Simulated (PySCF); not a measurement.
W(NH)(S)(OH)(NH2) (H4N2OSW), SMILES [S]=[W]([NH2])([OH])=[NH], multiplicity 1.

Geometry: PBE0-D3(BJ)/def2-SVP. The spin state was assumed, not searched. The structure was generated by enumeration; whether it is a known compound was not checked. The def2 effective core potentials stand for the cores of W; spin–orbit coupling is left out. One conformer was computed; it need not be the lowest.

Method: TDA-PBE/def2-SVPD run with PySCF.

Vertical excitations. Gas-phase values at a fixed geometry.

Computed UV-visible absorptions:
```tsv
state	energy (eV)	λ (nm)	f	main pairs
S1	3.70	335	0.001	HOMO→LUMO 93 %
S2	3.94	314	0.001	HOMO−1→LUMO 50 %, HOMO→LUMO+1 46 %
S3	4.18	296	0.010	HOMO−1→LUMO+1 82 %
S4	4.46	278	0.030	HOMO−2→LUMO 27 %, HOMO→LUMO+1 24 %, HOMO−1→LUMO 19 %, HOMO→LUMO+4 5 %
S5	4.62	268	0.011	HOMO−2→LUMO 67 %
S6	4.95	251	0.007	HOMO−2→LUMO+1 53 %, HOMO−1→LUMO+2 19 %, HOMO−1→LUMO+3 16 %
S7	4.98	249	0.017	HOMO→LUMO+2 76 %
S8	5.07	245	0.003	HOMO→LUMO+3 77 %, HOMO−1→LUMO+2 12 %
S9	5.13	242	0.013	HOMO−1→LUMO+2 55 %, HOMO→LUMO+4 11 %, HOMO−3→LUMO 9 %
S10	5.16	240	0.007	HOMO−3→LUMO 65 %
T1	3.36	369	0	HOMO−1→LUMO 61 %, HOMO→LUMO 24 %, HOMO→LUMO+1 12 %
T2	3.41	363	0	HOMO→LUMO 69 %, HOMO−1→LUMO 22 %
T3	3.60	345	0	HOMO→LUMO+1 84 %, HOMO−1→LUMO 14 %
T4	3.83	324	0	HOMO−1→LUMO+1 91 %
```
Triplets are in the Tamm–Dancoff approximation.
